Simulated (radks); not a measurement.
Valence configurations of Bi II. Method: scalar-relativistic Kohn-Sham, r2SCAN, spin-unpolarised, spherical densities, finite nucleus; meta-GGA in the generalised Kohn-Sham scheme; Fermi nuclear charge, rms radius 5.5211 fm; computed with a radial shooting solver on a logarithmic mesh with Libxc functionals. Energies are relative to [Hg] 6p2; eigenvalues in eV.

| valence | E (eV) | e(4f) | e(5d) | e(6p) | e(6s) |
|---|---|---|---|---|---|
| [Hg] 6p2 | 0.000 | -162.55 | -36.023 | -11.500 | -22.560 |
| [Xe] 4f12 5d10 6s2 6p4 | 340.12 | -204.10 | -49.646 | -14.589 | -27.653 |
| [Xe] 4f14 5d10 6p4 | 22.414 | -166.16 | -39.300 | -13.081 | - |
| [Xe] 4f13 5d9 6s2 6p4 | 191.78 | -189.75 | -47.498 | -14.479 | -27.365 |
| [Xe] 4f12 5d10 6s1 6p5 | 353.26 | -205.80 | -51.175 | -15.300 | -28.525 |
| [Xe] 4f14 5d10 6s1 6p3 | 11.130 | -164.39 | -37.702 | -12.330 | -23.543 |
| [Xe] 4f13 5d10 6s1 6p4 | 172.59 | -184.80 | -44.350 | -13.841 | -26.068 |
| [Xe] 4f13.5 5d10 6s2 6p2.5 | 77.863 | -172.72 | -39.368 | -12.302 | -23.865 |
| [Xe] 4f12 5d10 6s1.5 6p4.5 | 346.67 | -204.96 | -50.418 | -14.951 | -28.097 |
| [Xe] 4f14 5d8 6s2 6p4 | 55.495 | -175.69 | -45.351 | -14.363 | -27.054 |

NIST lists [Hg] 6p2 as the ground configuration; this level of theory agrees among the configurations tried. The energies are those of spherical spin-averaged densities, not of single terms.
